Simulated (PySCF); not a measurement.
PySCF 2.14 output of a UHF calculation on a single atom or ion in Sapporo-DKH3-DZP-2012, with the spin-free X2C one-electron Hamiltonian (Gaussian nucleus):

```
SCF conv_tol = 1e-09
number electrons alpha = 15  beta = 11
cycle= 1 E= -1271.31680025259  delta_E= -0.00333  |g|= 0.0172  |ddm|= 0.0379
cycle= 2 E= -1271.31687368328  delta_E= -7.34e-05  |g|= 0.00306  |ddm|= 0.0071
cycle= 3 E= -1271.31687770276  delta_E= -4.02e-06  |g|= 0.000782  |ddm|= 0.00269
cycle= 4 E= -1271.3168780553  delta_E= -3.53e-07  |g|= 0.00042  |ddm|= 0.000779
cycle= 5 E= -1271.316878231  delta_E= -1.76e-07  |g|= 0.000103  |ddm|= 0.000782
cycle= 6 E= -1271.31687825815  delta_E= -2.72e-08  |g|= 3.35e-05  |ddm|= 0.000327
cycle= 7 E= -1271.31687826354  delta_E= -5.39e-09  |g|= 1.34e-05  |ddm|= 0.00015
cycle= 8 E= -1271.31687826448  delta_E= -9.46e-10  |g|= 2.7e-06  |ddm|= 7.68e-05
converged SCF energy = -1271.31687826448  <S^2> = 6.0159979  2S+1 = 5.0063951
```

The run itself started from symmetry-adapted Hartree-Fock orbitals and held the occupation by maximum overlap, so the iterations belong to that start.

**Question.** Which element, charge and spin multiplicity is this?

**Answer.** Fe (iron, neutral), multiplicity 5; the state was [Ar] 3d6 4s2, high-spin 5D determinant.
